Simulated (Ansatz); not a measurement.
C4Cl3CoO4Si (`[O+]#[C][Co-4]([C]#[O+])([C]#[O+])([C]#[O+])[Si](Cl)(Cl)Cl`). Total charge 0; spin multiplicity 1.

```xyz
13

O    -2.699   -1.148   -0.037
C    -1.738   -0.570    0.131
Co   -0.246    0.368    0.430
C    -0.960    1.435    1.677
O    -1.410    2.109    2.466
C     0.190    1.686   -0.696
O     0.455    2.542   -1.390
C     1.016   -0.320    1.493
O     1.805   -0.738    2.190
Si    0.662   -0.990   -1.156
Cl    0.585   -2.971   -0.631
Cl   -0.295   -0.837   -2.963
Cl    2.637   -0.567   -1.514
```

(1) List the harmonic frequencies (cm⁻¹, unscaled) at PBE0-D4/def2-TZVP in Ansatz. (An estimate is asked.)

(2) Is this a minimum?

(3) Give the ideal-gas thermochemistry at 298.15 K and 1 bar (rigid rotor, harmonic oscillator; point group C3v, symmetry number 3).

(4) Rotational constants (cm⁻¹)?

## Answers

(1) Ansatz gave: 40, 51, 51, 86, 86, 95, 95, 107, 132, 132, 177, 197, 197, 307, 369, 387, 387, 433, 471, 490, 490, 516, 521, 521, 576, 576, 578, 599, 599, 2149, 2149, 2166, 2218.

(2) Yes, all 33 modes are real.

(3) Zero-point energy 107.4 kJ/mol; H(298) − E = 151.9 kJ/mol; entropy 546.3 J/(mol·K), of which translation 180.2, rotation 127.9, vibration 238.2; G(298) − E = -11.0 kJ/mol. Modes under 100 cm⁻¹ are hindered rotations or soft bends, so the harmonic entropy is rough.

(4) 0.01868, 0.01208, 0.01208.
